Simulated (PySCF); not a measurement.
Te(Me)(SiH3) (CH₆SiTe), SMILES C[Te][SiH3].

Geometry: B3LYP-D3(BJ)/def2-SVP. The def2 effective core potentials stand for the cores of Te; spin–orbit coupling is left out.

The numbers are results of B3LYP-D3(BJ)/def2-SVP (PySCF 2.14.0), not measurements.

Frequencies are harmonic and unscaled.

Computed normal modes with their intensities:
```json
[
 {"mode": "1", "ν (cm⁻¹)": "83", "IR (km/mol)": "0.0", "moving atoms (share of kinetic energy)": "H 95 %"},
 {"mode": "2", "ν (cm⁻¹)": "110", "IR (km/mol)": "0.0", "moving atoms (share of kinetic energy)": "H 98 %"},
 {"mode": "3", "ν (cm⁻¹)": "122", "IR (km/mol)": "0.5", "moving atoms (share of kinetic energy)": "C 44 %, H 27 %, Si 18 %, Te 10 %"},
 {"mode": "4", "ν (cm⁻¹)": "332", "IR (km/mol)": "5.6", "moving atoms (share of kinetic energy)": "Si 73 %, Te 19 %"},
 {"mode": "5", "ν (cm⁻¹)": "506", "IR (km/mol)": "0.1", "moving atoms (share of kinetic energy)": "C 73 %, H 16 %, Te 11 %"},
 {"mode": "6", "ν (cm⁻¹)": "551", "IR (km/mol)": "12.2", "moving atoms (share of kinetic energy)": "H 87 %, Si 10 %"},
 {"mode": "7", "ν (cm⁻¹)": "553", "IR (km/mol)": "6.5", "moving atoms (share of kinetic energy)": "H 92 %"},
 {"mode": "8", "ν (cm⁻¹)": "834", "IR (km/mol)": "6.2", "moving atoms (share of kinetic energy)": "H 88 %, C 12 %"},
 {"mode": "9", "ν (cm⁻¹)": "845", "IR (km/mol)": "33.0", "moving atoms (share of kinetic energy)": "H 86 %, C 13 %"},
 {"mode": "10", "ν (cm⁻¹)": "893", "IR (km/mol)": "365.8", "moving atoms (share of kinetic energy)": "H 92 %"},
 {"mode": "11", "ν (cm⁻¹)": "929", "IR (km/mol)": "46.6", "moving atoms (share of kinetic energy)": "H 97 %"},
 {"mode": "12", "ν (cm⁻¹)": "961", "IR (km/mol)": "62.0", "moving atoms (share of kinetic energy)": "H 97 %"},
 {"mode": "13", "ν (cm⁻¹)": "1240", "IR (km/mol)": "17.9", "moving atoms (share of kinetic energy)": "H 86 %, C 14 %"},
 {"mode": "14", "ν (cm⁻¹)": "1439", "IR (km/mol)": "6.3", "moving atoms (share of kinetic energy)": "H 95 %"},
 {"mode": "15", "ν (cm⁻¹)": "1444", "IR (km/mol)": "5.9", "moving atoms (share of kinetic energy)": "H 95 %"},
 {"mode": "16", "ν (cm⁻¹)": "2207", "IR (km/mol)": "91.0", "moving atoms (share of kinetic energy)": "H 99 %"},
 {"mode": "17", "ν (cm⁻¹)": "2214", "IR (km/mol)": "101.9", "moving atoms (share of kinetic energy)": "H 96 %"},
 {"mode": "18", "ν (cm⁻¹)": "2233", "IR (km/mol)": "88.9", "moving atoms (share of kinetic energy)": "H 96 %"},
 {"mode": "19", "ν (cm⁻¹)": "3062", "IR (km/mol)": "11.4", "moving atoms (share of kinetic energy)": "H 98 %"},
 {"mode": "20", "ν (cm⁻¹)": "3179", "IR (km/mol)": "0.6", "moving atoms (share of kinetic energy)": "H 90 %, C 10 %"},
 {"mode": "21", "ν (cm⁻¹)": "3185", "IR (km/mol)": "1.0", "moving atoms (share of kinetic energy)": "H 90 %, C 10 %"}
]
```
